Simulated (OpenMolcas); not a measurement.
# Ti2+: Racah parameters, the spin-orbit constant, worked from levels

* Program: OpenMolcas
* Basis: ANO-RCC-VQZP [7s6p4d3f2g1h]
* Scalar Hamiltonian: X2C, point nucleus
* Active space: 2 electrons in 5 orbitals (3d)
* State averaging: 2S+1 = 3 even, 10 roots; 2S+1 = 1 even, 15 roots (14 in the spin-orbit step)
* Spin-orbit coupling: state interaction with AMFI integrals over the reference wave functions, term energies averaged over their components

Methods: CASSCF; SS-CASPT2, IPEA 0.25 Eh, imaginary shift 0.1 Eh (closed shells correlated: 3s 3p). Measured levels: Corliss and Sugar, J. Phys. Chem. Ref. Data 8, 1 (1979).

**Racah parameters.** Above ³F, d2 has ³P at 15B, ¹G at 12B + 2C and ¹D at 5B + 2C. The first two fix B and C, and the third tests them; where it misses by thousands of cm-1, two parameters do not describe the configuration (Trees and configuration-interaction terms are left out) and B and C hang on the terms chosen. Term energies are centres of gravity, weighted by 2J + 1.

```csv
Source,³P,¹G,B,C,C/B,"¹D from B, C",¹D found
CASSCF,13444,17216,896,3230,3.60,10940,11085
SS-CASPT2,10934,14039,729,2646,3.63,8937,7416
measured,10420,14156,695,2910,4.19,9295,8232
```

Energies in cm-1. From CASSCF to SS-CASPT2, B changes by -18.6 % and C by -18.1 %. Against the measured terms, SS-CASPT2 has B off by +4.9 % and C by -9.1 %.

**The spin-orbit constant.** For the Hund term ³F of d2, E(J) = (A/2) J(J+1) + constant and ζ = 2S·A = 2A. From J = 2 to J = 4 the energy changes by 7 A.

| Source | E(4) - E(2) | A | ζ |
| --- | --- | --- | --- |
| CASSCF | 450.2 | 64.3 | 129 |
| SS-CASPT2 | 451.6 | 64.5 | 129 |
| measured | 420.4 | 60.1 | 120 |

All in cm-1. SS-CASPT2 is off by +7.4 % and CASSCF by +7.1 %. Both methods take the spin-orbit matrix elements from the reference wave functions, so the second can move ζ only through the term energies and any multistate remixing. Second-order mixing with other terms is absorbed into this ζ.

Term energies are means over components that CASPT2 splits; among the terms shown or strongly mixed into the levels shown the widest spread is 660 cm-1 (3d² ³F, SS-CASPT2). Some high roots are left out of the spin-orbit mixing, which shifts the levels that they would mix with. Without dynamic correlation excited terms often stand tens of per cent too high (terms of higher spin than the ground term too low), and those without a measured partner can miss by more than the paired ones (holds for CASSCF). Measured partners are found by configuration, term and J. A level has none where our copy of the source lacks it or the pairing is in doubt (some pairs that miss far off the trend of their configuration count as doubtful), and it then counts in no deviation. Levels of configurations outside the active space are missing.
